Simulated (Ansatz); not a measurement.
`FC(F)=CC(F)=C(F)F`. Charge 0, multiplicity 1.

```xyz
10

F    -0.6981   -1.7120   -2.3270
C    -0.1452   -0.7134   -1.6801
F     0.5398    0.0357   -2.5016
C    -0.2894   -0.5303   -0.3748
C     0.2857    0.5391    0.3962
F     1.0318    1.4503   -0.2342
C     0.1211    0.6818    1.7098
F    -0.5882   -0.1458    2.4427
F     0.6380    1.6497    2.4193
H    -0.8955   -1.2551    0.1497
```

(1) What are the harmonic wavenumbers in cm⁻¹ at PBE0-D4/def2-TZVP (Ansatz, finite differences of forces, unscaled)? (Estimate.)

(2) Is this a minimum?

(3) Give the ideal-gas thermochemistry at 298.15 K and 1 bar (rigid rotor, harmonic oscillator; point group Cs, symmetry number 1).

(4) And at 400, 500, 600, 800 and 1000 K?

## Answers

(1) Computed: 47, 118, 123, 221, 242, 328, 383, 453, 516, 590, 599, 637, 665, 831, 872, 967, 1106, 1283, 1341, 1365, 1430, 1790, 1854, 3249.

(2) Yes, all 24 modes are real.

(3) Zero-point energy 125.7 kJ/mol; H(298) − E = 149.4 kJ/mol; entropy 381.1 J/(mol·K), of which translation 170.8, rotation 123.1, vibration 87.1; G(298) − E = 35.8 kJ/mol. Modes under 100 cm⁻¹ are hindered rotations or soft bends, so the harmonic entropy is rough.

(4) 
```json
{"T (K)": "400", "H − E (kJ/mol)": "163.1", "S (J/mol/K)": "420.4", "G − E (kJ/mol)": "-5.1"}
{"T (K)": "500", "H − E (kJ/mol)": "178.4", "S (J/mol/K)": "454.5", "G − E (kJ/mol)": "-48.8"}
{"T (K)": "600", "H − E (kJ/mol)": "195.2", "S (J/mol/K)": "485.0", "G − E (kJ/mol)": "-95.8"}
{"T (K)": "800", "H − E (kJ/mol)": "231.8", "S (J/mol/K)": "537.6", "G − E (kJ/mol)": "-198.3"}
{"T (K)": "1000", "H − E (kJ/mol)": "271.3", "S (J/mol/K)": "581.5", "G − E (kJ/mol)": "-310.3"}
```
